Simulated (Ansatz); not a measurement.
`CS[Si]SC` and `CS[Si]S` differ in one atom or group.

Ansatz, PBE0-D4/def2-TZVP geometries, multiplicity 1. Each molecule was computed in one conformer, which needn't be the lowest.

| property | `CS[Si]SC` |
| --- | --- |
| HOMO energy (PBE0/def2-TZVPP) / eV | -6.54 |
| HOMO energy (ωB97M-V/def2-TZVPP) / eV | -8.58 |
| HOMO energy (B3LYP/def2-TZVPP) / eV | -6.35 |
| HOMO–LUMO gap (ωB97M-V/def2-TZVPP) / eV | 8.44 |
| LUMO energy (PBE0/def2-TZVPP) / eV | -2.06 |
| size of the dipole moment (ωB97M-V/def2-TZVPP) / D | 2.86 |

(1) What does the change do to each property? (An estimate is asked.)

Results:

(1) Computed: 
| property | `CS[Si]S` | shift |
| --- | --- | --- |
| HOMO energy (PBE0/def2-TZVPP) / eV | -6.91 | -0.37 |
| HOMO energy (ωB97M-V/def2-TZVPP) / eV | -8.94 | -0.36 |
| HOMO energy (B3LYP/def2-TZVPP) / eV | -6.72 | -0.37 |
| HOMO–LUMO gap (ωB97M-V/def2-TZVPP) / eV | 8.86 | 0.42 |
| LUMO energy (PBE0/def2-TZVPP) / eV | -2.00 | 0.06 |
| size of the dipole moment (ωB97M-V/def2-TZVPP) / D | 2.00 | -0.86 |

With PBE0 the HOMO falls by 0.37 eV and the LUMO rises by 0.06 eV, so the gap widens by about 0.43 eV. PBE moves the HOMO by -0.37 eV and ωB97M-V by -0.36 eV. Dipoles are sizes alone; their direction can turn.

B3LYP here is the variant with VWN-RPA as its local correlation; programs differ in this.
